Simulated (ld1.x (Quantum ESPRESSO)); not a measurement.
# Transferability test, TM potential for thallium (Tl)

ld1.x (Quantum ESPRESSO) 7.5 input, shortened:

```
&input
   title='Tl', zed=81., rel=1, dft='PZ', iswitch=3,
   config='[Xe] 4f14 5d10 6s2 6p1'
 /
 &inputp
   pseudotype=2, tm=.true., lloc=0,
   nlcc=.false.
 /
3
5P  2  1   6.00   0.00  1.35  1.35  0.0
5D  3  2  10.00   0.00  1.50  1.50  0.0
5S  1  0   2.00   0.00  0.90  0.90  0.0
 &test
   configts(1)='5s2 5p6 5d10 6s2 6p1'
 /
```

Occupied shells without a wave of their own: 6p, 6s. They enter only through the test configuration that unscreens the potential.

Energies are relative to the spin-unpolarised reference configuration 5s2 5p6 5d10 6s2 6p1; without spin polarisation the order of configurations can differ from experiment. Spin-polarised rows fill each open shell by Hund’s rule, majority spin first.

| valence configuration | charge | ΔE all-electron (eV) | error AE − PS (meV) |
| --- | --- | --- | --- |
| 5s2 5p6 5d10 6s1 6p0 | +2 | 26.609 | -411 |
| 5s2 5p6 5d9 6s2 6p2 | 0 | 14.633 | +91 |
| 5s2 5p6 5d9 6s2 6p1 | +1 | 21.400 | -6.9 |
| 5s2 5p5 5d10 6s2 6p1 | +1 | 83.167 | -109 |
| 5s2 5p6 5d10 6s2 6p0.5 | +0.5 | 1.969 | -37 |
| 5s2 5p6 5d10 6s2 6p1 (spin-polarised) | 0 | -0.114 | +0.8 |
| 5s2 5p6 5d10 6s1 6p0 (spin-polarised) | +2 | 26.424 | -410 |

Task: What are ΔE and the potential's error for 5s2 5p6 5d10 6s0 6p0?

Result: ΔE = 57.209 eV all-electron; the error (AE − PS) is -826 meV.

Task: What are ΔE and the potential's error for 5s2 5p6 5d10 6s2 6p0?

Result: ΔE = 5.409 eV all-electron; the error (AE − PS) is -90 meV.

Levels in the configuration 5s2 5p6 5d10 6s2 6p0:

| level | all-electron (eV) | pseudo (eV) |
| --- | --- | --- |
| 5s | -138.677 | -138.758 |
| 5p | -83.643 | -83.719 |
| 5d | -22.977 | -23.047 |
| 6s | -16.692 | -16.962 |

The 6p, 6s levels have no wave, so the channel is fitted at the deeper level alone: the likely source of the large errors.
